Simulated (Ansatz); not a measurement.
`CO[SiH](O)F` + H₂ → `O[SiH2]F` + CH₃OH  (hydrogenolysis of the Si–O bond)

Program: Ansatz. Geometries: PBE0-D4/def2-TZVP. ΔE: electronic, gas phase. CCSD(T)/CBS adds triple-zeta CCSD(T) − MP2 to the extrapolated MP2 energy (def2 sets, frozen cores). This one scheme is used for every species. Functionals use def2-TZVPP. One conformer a species, not always the lowest.

`CO[SiH](O)F`:

Cartesian coordinates in Å:
```
C -0.904 -0.655 -1.177
O -0.278 0.400 -0.476
Si 0.458 0.268 0.965
O 1.247 1.647 1.277
F 1.459 -0.972 0.892
H -1.774 -1.032 -0.630
H -0.210 -1.482 -1.352
H -1.241 -0.268 -2.139
H -0.461 0.007 2.083
H 1.705 2.086 0.558
```

H₂:

```xyz
2

H    -0.277    0.216   -0.125
H     0.277   -0.216    0.125
```

`O[SiH2]F`:

Z-matrix (Å, degrees):
```
Si
F 1 1.596
O 1 1.630 2 111.0
H 1 1.482 2 106.0 3 121.4
H 1 1.474 2 108.2 3 -116.3
H 3 0.958 1 119.1 2 71.8
```

CH₃OH:

Z-matrix (Å, degrees):
```
C
O 1 1.409
H 1 1.097 2 112.4
H 1 1.090 2 107.0 3 -118.5
H 1 1.097 2 112.4 3 123.0
H 2 0.959 1 108.5 3 -61.6
```

```csv
level,ΔE (kJ/mol)
PBE0-D4,97.4
PBE0,92.0
HF/def2-TZVPP,95.1
CCSD/def2-TZVPP,100.3
```

What does CCSD(T)/CBS give? (Best estimate.)

Computed: +104.0 kJ/mol. The listed levels differ from it by -6.6, -12.0, -8.9, -3.7 kJ/mol.

Largest T1 diagnostic among the species: 0.011.

In def2-TZVPP, CCSD(T) changes the Hartree–Fock value by +7.7 kJ/mol (the triples alone add +2.6 kJ/mol) and MP2 by +12.9 kJ/mol. From BLYP to BHLYP (50 % exact exchange), in def2-TZVPP and without D4, ΔE moves by +6.7 kJ/mol. Leaving LDA and LC-ωPBE aside and taking each functional with its dispersion term where it has one, the values, not all of them listed here, spread over 12.2 kJ/mol, from PBE-D4 to r2SCAN-D4. LDA lies +12.4 kJ/mol from PBE without D4.
